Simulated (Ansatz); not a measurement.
Energy profile

The step: SiNH₄F ([NH2][SiH2][F]) + H₂O → SiNH₅O ([NH2][SiH2][OH]) + HF; bonds formed: Si1–O7, F2–H6; bonds broken: Si1–F2, H6–O7 (atoms numbered as in the saddle structure below).

| atom | x (Å) | y (Å) | z (Å) |
| --- | --- | --- | --- |
| Si1 | -0.5063 | -0.0329 | -0.0646 |
| F2 | 1.0623 | -1.1591 | -0.5311 |
| H3 | -1.2662 | -0.9873 | -0.9032 |
| H4 | -1.4523 | 1.1225 | 0.0957 |
| N5 | -0.0814 | -0.2804 | 1.5488 |
| H6 | 1.1852 | -0.0714 | -1.1565 |
| O7 | 0.6502 | 0.8966 | -1.1425 |
| H8 | 0.5908 | -0.9666 | 1.8425 |
| H9 | -0.4745 | 0.2709 | 2.2901 |
| H10 | 0.2921 | 1.2075 | -1.9793 |

Electronic energies by CCSD(T) at an estimated basis limit (MP2 extrapolated from triple and quadruple zeta, plus CCSD(T) − MP2 in triple zeta), on PBE0-D4/def2-TZVP structures; SiNH$_{6}$OF, closed shell; no counterpoise correction. Computed with Ansatz 0.2.0 (basis: def2-TZVPP and def2-QZVPP); correlated methods freeze the cores. Extrapolation: Hartree–Fock as exp(−7.88 √X), correlation as X^−2.97.

(1) Give the profile in eV, counted from the separated reactants. (An estimate is asked for; the value comes from the calculation.)

T1 diagnostic: at most 0.012.

## Answers

(1) By the calculation:
```csv
point,eV
"separated: SiNH$_{4}$F (linked as [NH2][SiH2][F]; Si1, F2, H3, H4, N5, H8, H9; singlet) + H$_{2}$O (H6, O7, H10; singlet)",0.000
start structure,-0.134
saddle,1.127
end structure,0.138
"separated: SiNH$_{5}$O (linked as [NH2][SiH2][OH]; Si1, H3, H4, N5, O7, H8, H9, H10; singlet) + HF (F2, H6; singlet)",0.535
```

The step is the kind of ligand exchange by which a precursor binds to a hydroxyl group, or is hydrolysed, in atomic layer deposition of oxides.

For scale, one of the runs: CCSD(T)/def2-TZVPP, 219 basis functions, launched by `ansatz run in.yaml --threads 4 --pin off --events-out ev --progress --plain --max-ram 9574MiB`. Time: 2.3 min of wall clock on 4 CPU threads of an AMD EPYC; the host was shared. Peak host memory: 3.5 GiB.
